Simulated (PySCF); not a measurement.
This script is equivalent to a calculation on Rb (rubidium, neutral).

```python
from pyscf import gto, scf, dft, mp, cc
import basis_set_exchange as bse
mol = gto.M(atom="Rb 0 0 0", charge=0, spin=1, symmetry="D2h",
            basis=gto.basis.parse(bse.get_basis("Sapporo-DKH3-DZP-2012", elements=["Rb"], fmt="nwchem", header=False)),
            nucmod="G")
mf = scf.UHF(mol).sfx2c1e()
mf.irrep_nelec = {'Ag': (7, 6), 'B1g': (1, 1), 'B2g': (1, 1), 'B3g': (1, 1), 'B1u': (3, 3), 'B2u': (3, 3), 'B3u': (3, 3)}
mf.kernel()
```

(1) What total energy does it give?

(2) Which occupied shell lies highest, and where?

(3) What is ⟨S²⟩, and what would a pure spin state give?

## Answers

(1) -2978.97194 hartree (calculated).

(2) 5s α, at -3.817 eV.

(3) 0.750, against 0.75.
